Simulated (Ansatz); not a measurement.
```yaml
crystal:
  periodic: [false, false, false]
  atoms:
    - {symbol: S, position_ang: [-0.248167, -0.333637, 2.035748]}
    - {symbol: Mo, position_ang: [0.010718, -0.015529, -0.007512]}
    - {symbol: S, position_ang: [1.620107, -1.181021, -0.635706]}
    - {symbol: Cl, position_ang: [-1.827147, -0.677351, -1.082879]}
    - {symbol: Cl, position_ang: [0.494390, 2.133940, -0.351052]}
basis:
  gaussian: {orbitals: ANO-RCC-VTZP}
hamiltonian: {xc: {name: B2PLYP}}
accuracy: high
scf: {lower_state_search: off}
```

```sh
$ ansatz run in.yaml --threads 4 --pin off --events-out ev --progress --plain --max-ram 10444MiB
```

Output, abridged:

```
Functional definition: B2PLYP
  name "B2PLYP"
  cite "Grimme, J. Chem. Phys. 124, 034108 (2006) doi:10.1063/1.2148954"
  cite "Becke, Phys. Rev. A 38, 3098 (1988) doi:10.1103/PhysRevA.38.3098"
  cite "Lee, Yang & Parr, Phys. Rev. B 37, 785 (1988) doi:10.1103/PhysRevB.37.785"
  parameter a = 0.53
  parameter c = 0.27
  exchange = (1 - a)*b88_x + a*exact_x
  correlation = (1 - c)*lyp_c + c*(mp2_os + mp2_ss)
these checks for a lower state are left out or cut short: stability, starts, cluster_reference, orbital_swaps, neighbouring_geometries, increment
3621 factors; integrals over basis functions are off by at most 4.7e-9 eV
mean field evaluation 1: about -156982.1439 eV, gradient 3.4e1 eV
mean field evaluation 2: about -156982.6167 eV, gradient 3.4e1 eV
mean field evaluation 4: about -156984.9180 eV, gradient 5.7e0 eV
mean field evaluation 8: about -156984.9962 eV, gradient 8.5e-1 eV
mean field evaluation 16: about -156984.9981 eV, gradient 3.0e-3 eV
mean field evaluation 32: about -156984.9981 eV, gradient 5.1e-8 eV
mean field -156984.99808938 eV, -5769.0922715310 hartree, gradient 5.1e-8 eV, S^2 0.000000; 0 other end points of the search recorded, 0 dependent functions left out
34 core orbitals not correlated: weight in the atoms' cores, before any rotation towards them, 1.000 or more for the frozen orbitals, at most 0.000 for the correlated occupied ones
reference -156984.99811438 eV, -5769.0922724499 hartree; 20, 20 occupied and 150, 150 virtual orbitals, 3621 factors
second order -48.03781434 eV of doubles, -0.00000000 eV of singles
Total energy: -156997.96832425 eV, -5769.5689188712 hartree
Relativity: scalar
Checks for a lower state left out: stability, starts, cluster_reference, orbital_swaps, neighbouring_geometries, increment
```

Hardware: 4 threads of an AMD EPYC 7B13 on a shared host. Wall time 97 s, peak host memory 1.3 GiB.
